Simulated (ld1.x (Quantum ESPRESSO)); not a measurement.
hafnium (Hf), PAW: configuration errors across variants

Hf (Z = 72), PAW, made with ld1.x (Quantum ESPRESSO) 7.5 (LDA (PZ), fully relativistic). Core [Xe] 4f14, reference 5d2 6s0 6p0 (charge +2). Waves: 6s (bound, empty): rcut 2.15, rcutus 2.85 bohr; 6s channel at 0.5 Ry: rcut 2.15, rcutus 2.85 bohr; 6p (bound, empty): rcut 3.00, rcutus 3.95 bohr; 6p channel at 2.3 Ry: rcut 3.00, rcutus 3.95 bohr; 5d (bound): rcut 1.65, rcutus 2.00 bohr; 5d channel at 3 Ry: rcut 1.65, rcutus 2.00 bohr. Local part: all-electron potential smoothed inside 1.80 bohr (lloc = -1). Core correction: a·sin(br)/r model core inside 2.10 bohr. Augmentation charge: PSQ, inside the norm-conserving radii.

Open shells are filled in proportion to 2j + 1 (rel_dist='average').

All-electron excitation energies from the reference (eV): (1) 5d2 6s2 6p0 -22.701; (2) 5d2 6s1 6p0 -14.502; (3) 5d1 6s0 6p0 22.093; (4) 5d2 6s0 6p1 -9.749; (5) 5d2 6s1 6p1 -18.819; (6) 5d2.5 6s1.5 6p0 -21.456; (7) 5d3 6s0 6p0 -12.472.

3 further variants failed, have other tests or another functional or relativity, and are left out.

Errors AE − PS in meV (a dash: test not solved or not reliable):

```csv
change,(1),(2),(3),(4),(5),(6),(7),bound ghosts
base,-22,-11,-198,-0.8,-6.8,-43,-74,not determined
"wave 6s channel at 0.5 Ry: rcut 2.15, rcutus 2.85 bohr becomes 6s channel at 0.08 Ry: rcut 2.15, rcutus 2.85 bohr",-22,-11,-198,-0.8,-6.8,-43,-74,not determined
local potential all-electron potential smoothed inside 3.20 bohr (lloc = -1),-22,-11,-196,-0.2,-5.2,-43,-72,not determined
"augmentation BESSEL, radius 1.85 bohr",–,–,–,–,–,–,–,not determined
```

(1) Give the same row for: waves 6p (bound): rcut 3.00, rcutus 4.56 bohr; 6p channel at 2.3 Ry: rcut 3.00, rcutus 4.56 bohr.

Answers

(1) -22, -11, -198, –, –, –, –; bound ghosts: not determined.
